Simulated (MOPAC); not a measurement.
MOPAC input (PM3):

```
PM3 FORCE THERMO(298,298) PRECISE LET CHARGE=-1 GEO-OK AUX(PRECISION=9) THREADS=1
C3H4N

C    -1.56510292 1    0.18333390 1   -0.15335126 1
C    -0.26585651 1   -0.37873271 1   -0.50982095 1
N     0.86549397 1   -0.01459308 1    0.15362398 1
C     1.84935200 1    0.28386243 1    0.71930089 1
H    -1.69993373 1    1.23950478 1   -0.45806818 1
H    -1.77615486 1    0.16248504 1    0.93011824 1
H    -2.37332120 1   -0.37915344 1   -0.64344146 1
H    -0.14962950 1   -1.05476991 1   -1.35031999 1
```

Output:

```
 *******************************************************************************
 **                                                                           **
 **                              MOPAC v23.2.5                                **
 **                                                                           **
 *******************************************************************************
 ** MOPAC's Digital Object Identifier: https://doi.org/10.5281/zenodo.6511958 **
 **                                                                           **
 ** Please cite the open-source release paper for use of this MOPAC version:  **
 ** J. E. Moussa and J. J. P. Stewart (2026)                                  **
 ** MOPAC: An open-source semiempirical molecular orbital program             **
 ** J. Open Source Softw., 11(119), 8025, https://doi.org/10.21105/joss.08025 **
 *******************************************************************************

                              PM3 CALCULATION RESULTS

 *******************************************************************************
 *  PM3        - The PM3 Hamiltonian to be used
 *  GEO-OK     - OVERRIDE INTERATOMIC DISTANCE AND OTHER SAFETY CHECKS
 *
 *
 *
 *                 CHARGE ON SYSTEM = -1
 *
 *
 *
 *  LET        - OVERRIDE SOME SAFETY CHECKS
 *  PRECISE    - TIGHTER CRITERIA TO BE USED
 *  FORCE      - FORCE CALCULATION SPECIFIED
 *  AUX        - OUTPUT AUXILIARY INFORMATION
 *  THERMO     - THERMODYNAMIC QUANTITIES TO BE CALCULATED
 *******************************************************************************
PM3 FORCE THERMO(298,298) PRECISE LET CHARGE=-1 GEO-OK AUX(PRECISION=9) THREADS=1
 C3H4N

   ATOM   CHEMICAL          X               Y               Z
  NUMBER   SYMBOL      (ANGSTROMS)     (ANGSTROMS)     (ANGSTROMS)

     1       C         -1.56510292  *   0.18333390  *  -0.15335126  *
     2       C         -0.26585651  *  -0.37873271  *  -0.50982095  *
     3       N          0.86549397  *  -0.01459308  *   0.15362398  *
     4       C          1.84935200  *   0.28386243  *   0.71930089  *
     5       H         -1.69993373  *   1.23950478  *  -0.45806818  *
     6       H         -1.77615486  *   0.16248504  *   0.93011824  *
     7       H         -2.37332120  *  -0.37915344  *  -0.64344146  *
     8       H         -0.14962950  *  -1.05476991  *  -1.35031999  *

          CARTESIAN COORDINATES

    NO.       ATOM           X           Y           Z

     1         C         -1.5651      0.1833     -0.1534
     2         C         -0.2659     -0.3787     -0.5098
     3         N          0.8655     -0.0146      0.1536
     4         C          1.8494      0.2839      0.7193
     5         H         -1.6999      1.2395     -0.4581
     6         H         -1.7762      0.1625      0.9301
     7         H         -2.3733     -0.3792     -0.6434
     8         H         -0.1496     -1.0548     -1.3503

  H: (PM3): J. J. P. STEWART, J. COMP. CHEM. 10, 209 (1989).
[...]
 EFFECTIVE MASS     10.6196
 FORCE CONSTANT      5.7412

 VIBRATION         14   14A          ATOM PAIR     ENERGY CONTRIBUTION    RADIAL
 FREQUENCY          2328.22         N 3 -- C 4         +71.1% ( 97.9%)    100.0%
 TRANSITION DIPOLE   3.4259         C 2 -- N 3         +27.9% ( 61.3%)    100.0%
 TRAVEL (Ang.)       0.0669         C 1 -- C 2          +0.5% (  8.3%)     27.7%
 REDUCED MASS        6.4793         C 2 -- H 8          +0.5% (  8.1%)     10.3%
 EFFECTIVE MASS     13.1052
 FORCE CONSTANT     20.6930

 VIBRATION         15   15A          ATOM PAIR     ENERGY CONTRIBUTION    RADIAL
 FREQUENCY          2951.19         C 1 -- H 5         +73.0% ( 88.1%)     98.6%
 TRANSITION DIPOLE   0.7459         C 1 -- H 6         +22.6% ( 49.0%)     91.3%
 TRAVEL (Ang.)       0.1943         C 1 -- H 7          +3.5% ( 19.4%)     50.1%
 REDUCED MASS        0.6050         C 1 -- C 2          +0.9% (  9.8%)      0.2%
 EFFECTIVE MASS      1.4678
 FORCE CONSTANT      3.1045

 VIBRATION         16   16A          ATOM PAIR     ENERGY CONTRIBUTION    RADIAL
 FREQUENCY          3014.45         C 1 -- H 6         +50.4% ( 73.0%)     96.5%
 TRANSITION DIPOLE   0.5071         C 1 -- H 7         +40.6% ( 65.5%)     96.8%
 TRAVEL (Ang.)       0.2227         C 1 -- H 5          +7.5% ( 28.2%)     67.1%
 REDUCED MASS        0.4511         C 1 -- C 2          +1.0% ( 10.4%)      1.6%
 EFFECTIVE MASS      1.4821
 FORCE CONSTANT      2.4151

 VIBRATION         17   17A          ATOM PAIR     ENERGY CONTRIBUTION    RADIAL
 FREQUENCY          3120.01         C 1 -- H 7         +58.4% ( 73.5%)     99.5%
 TRANSITION DIPOLE   0.5976         C 1 -- H 6         +25.1% ( 48.2%)     95.5%
 TRAVEL (Ang.)       0.2307         C 1 -- H 5         +16.1% ( 38.6%)     92.7%
 REDUCED MASS        0.4062         C 1 -- C 2          +0.4% (  5.8%)     77.4%
 EFFECTIVE MASS      1.1589
 FORCE CONSTANT      2.3297

 VIBRATION         18   18A          ATOM PAIR     ENERGY CONTRIBUTION    RADIAL
 FREQUENCY          3124.83         C 2 -- H 8         +97.3% ( 99.7%)    100.0%
 TRANSITION DIPOLE   0.3072         C 2 -- N 3          +1.1% ( 10.7%)     21.6%
 TRAVEL (Ang.)       0.1531         C 1 -- C 2          +1.1% ( 10.6%)     31.2%
 REDUCED MASS        0.9206         C 1 -- H 6          +0.2% (  4.9%)     95.9%
 EFFECTIVE MASS      1.4657
 FORCE CONSTANT      5.2965

      SYMMETRY NUMBER FOR POINT-GROUP C1  =  1

          SYSTEM IS A GROUND STATE

 C3H4N

          MOLECULE IS NOT LINEAR

          THERE ARE 18 GENUINE VIBRATIONS IN THIS SYSTEM
          THIS THERMODYNAMICS CALCULATION IS LIMITED TO
          MOLECULES WHICH HAVE NO INTERNAL ROTATIONS

                    CALCULATED THERMODYNAMIC PROPERTIES
                                          *
   TEMP. (K)   PARTITION FUNCTION   H.O.F.    ENTHALPY  HEAT CAPACITY ENTROPY
                                   KCAL/MOL   CAL/MOLE    CAL/K/MOL  CAL/K/MOL

 298.00  VIB.     0.1116D+02                  1452.4917     9.5092     9.6677
         ROT.     0.2886D+05                   888.2803     2.9808    23.3898
         INT.     0.3221D+06                  2340.7720    12.4900    33.0576
         TRA.     0.3844D+27                  1480.4672     4.9680    37.8830
         TOT.                       48.841    3821.2392    17.4580    70.9405

   *: NOTE: HEATS OF FORMATION ARE RELATIVE TO THE
            ELEMENTS IN THEIR STANDARD STATE AT 298K
              (=  Standard Enthalpy of Formation).

            Hvib:  Zero-point energy is not included.
                   frequencies of less than zero cm-1 are not included.
            Hrot = (3/2)RT
            Htra = (3/2)RT + pV = (5/2)RT

            Heat capacity is Cp, not Cv

          For more information, see: HTTP://OpenMOPAC.net/Manual/thermochemistry.html

           FORCE CONSTANT IN CARTESIAN COORDINATES (Millidynes/A)

    ATOM   CHEMICAL       X               Y               Z
   NUMBER   SYMBOL  FORCE CONSTANT  FORCE CONSTANT  FORCE CONSTANT

      1       C        9.234540        8.201640        7.274047
      2       C       10.642060       10.929387        0.903763
      3       N        8.637020       19.220962        1.032798
      4       C        5.556348       13.785873        0.299577
      5       H        1.302607        0.994353        4.050026
      6       H        1.331170        2.374512        2.798814
      7       H        1.169362        4.613517        0.853553
      8       H        2.053007        4.020954        0.065073

 **********************
 *                    *
 * JOB ENDED NORMALLY *
 *                    *
 **********************

 == MOPAC DONE ==
```

The dipole moment of an ion depends on the origin.
